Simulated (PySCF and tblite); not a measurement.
Results of a calculation; reference values are marked as such.
C₇H₇FS, numbered as in [CH3:1][S:2][c:3]1[cH:4][cH:5][cH:6][c:7]([F:8])[cH:9]1.

Level: B3LYP-D3(BJ)/def2-SVP (IEF-PCM, methanol)//GFN2-xTB, thermal terms from GFN2-xTB, symmetry numbers and mirror pairs counted. Conformers within 2.5 kcal/mol (GFN2-xTB free energy) were kept, 4 at most. GIAO shieldings: KT2/pcSseg-1 (IEF-PCM, methanol). Shifts are against TMS (¹H), TMS (¹³C) at the same level. Programs: PySCF with density fitting and tblite.

What shifts does this protocol give at 298.15 K under fast conformational exchange?

¹H: 7.42 (H5, 1H), 6.95 (H4, 1H), 6.88 (H9, 1H), 6.85 (H6, 1H), 2.61 (H1, 3H) ppm. ¹³C: 165.0 (C7), 141.1 (C3), 126.0 (C5), 115.4 (C4), 106.7 (C6), 106.4 (C9), 19.2 (C1) ppm.

How do the conformers differ?

Torsions listed: C1–S2–C3–C4.
| conformer | shape | weight % |
| --- | --- | --- |
| 1 | 180° | 58.2 |
| 2 | 0° | 41.8 |

```json
{"signal": "H1", "1": "2.60", "2": "2.62", "average": "2.61"}
{"signal": "H4", "1": "7.07", "2": "6.77", "average": "6.95"}
{"signal": "H5", "1": "7.38", "2": "7.48", "average": "7.42"}
{"signal": "H6", "1": "6.84", "2": "6.87", "average": "6.85"}
{"signal": "H9", "1": "6.75", "2": "7.06", "average": "6.88"}
{"signal": "C1", "1": "19.0", "2": "19.4", "average": "19.2"}
{"signal": "C3", "1": "141.2", "2": "140.9", "average": "141.1"}
{"signal": "C4", "1": "117.3", "2": "112.9", "average": "115.4"}
{"signal": "C5", "1": "125.4", "2": "126.8", "average": "126.0"}
{"signal": "C6", "1": "106.4", "2": "107.1", "average": "106.7"}
{"signal": "C7", "1": "165.7", "2": "164.0", "average": "165.0"}
{"signal": "C9", "1": "105.0", "2": "108.3", "average": "106.4"}
```

The minima are those of GFN2-xTB; planar forms about aryl–S or allylic bonds may be saddles in DFT. Shifts are unscaled: against experiment ¹³C can be off by 15 ppm or more and ¹H by 0.8 ppm.
